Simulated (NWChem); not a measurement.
Species: CHF2NO2Si; SMILES O=C=N[Si](O)(F)F

```xyz
8

O     -0.0977    -3.2871    -0.0020
C     -0.0552    -2.1254    -0.0012
N     -0.0072    -0.9274    -0.0002
Si     0.0156     0.7529     0.0005
O     -1.5140     1.3002     0.0247
F      0.8459     1.2850     1.2638
F      0.8058     1.2875    -1.2873
H     -1.6674     2.2497     0.0213
```
Atoms are numbered in this order, from 1.

Level: PBE0/def2-SVP (NWChem), optimised geometry, unscaled harmonic frequencies. 

Problem. List the harmonic frequencies with IR intensities, and the thermochemistry.

Solution. 
| frequency (cm⁻¹) | IR intensity (km/mol) |
|---|---|
| 49 | 0.7 |
| 53 | 0.1 |
| 165 | 81.9 |
| 261 | 2.4 |
| 287 | 34.8 |
| 322 | 56.7 |
| 369 | 59.0 |
| 372 | 37.1 |
| 615 | 112.0 |
| 633 | 42.1 |
| 633 | 51.3 |
| 769 | 129.5 |
| 904 | 325.9 |
| 985 | 202.4 |
| 1024 | 206.7 |
| 1586 | 77.4 |
| 2509 | 1490.9 |
| 3941 | 168.7 |

- zero-point energy: 22.1 kcal/mol
- thermal correction to the enthalpy at 298.15 K (with zero-point energy): 27.6 kcal/mol
- heat capacity Cv: 24.9 cal/(mol K)
- entropy at 298.15 K and 1 atm (symmetry number 1): 89.2 cal/(mol K)
- dipole moment: 2.16 D

Rigid rotor and harmonic oscillator; modes under 100 cm⁻¹ make the entropy uncertain.
